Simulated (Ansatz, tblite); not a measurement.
Forces on the cluster SiSn4 at its PBE-D4/def2-SVP geometry. Charge 0, multiplicity 1.

In the def2 sets Sn takes a core potential; there is no spin–orbit coupling. The xTB rows come from tblite. At HF/def2-TZVP the restricted singlet is unstable: a solution with broken spin symmetry lies lower. The structure comes from a short search, and lower isomers may exist.

GFN1-xTB (tblite), largest force 1.31 eV/Å:

```xyz
5
positions Å, forces eV/Å
Si    0.054   -1.542   -0.264   -0.045    1.289    0.220
Sn   -0.063    1.811    0.309   -0.007    0.194    0.033
Sn    0.366   -0.432    2.061   -0.162   -0.325   -1.110
Sn   -2.000   -0.033   -0.754    1.007   -0.522    0.280
Sn    1.643    0.196   -1.353   -0.793   -0.635    0.576
```

GFN2-xTB (tblite), largest force 1.06 eV/Å:

```
Si -0.037 1.049 0.179
Sn 0.019 -0.549 -0.094
Sn -0.096 -0.070 -0.613
Sn 0.570 -0.183 0.179
Sn -0.456 -0.247 0.348
```

HF/def2-TZVP (Ansatz), largest force 0.45 eV/Å:

```
Si -0.015 0.442 0.076
Sn 0.009 -0.260 -0.044
Sn 0.012 -0.070 0.046
Sn -0.053 -0.059 -0.031
Sn 0.047 -0.053 -0.047
```
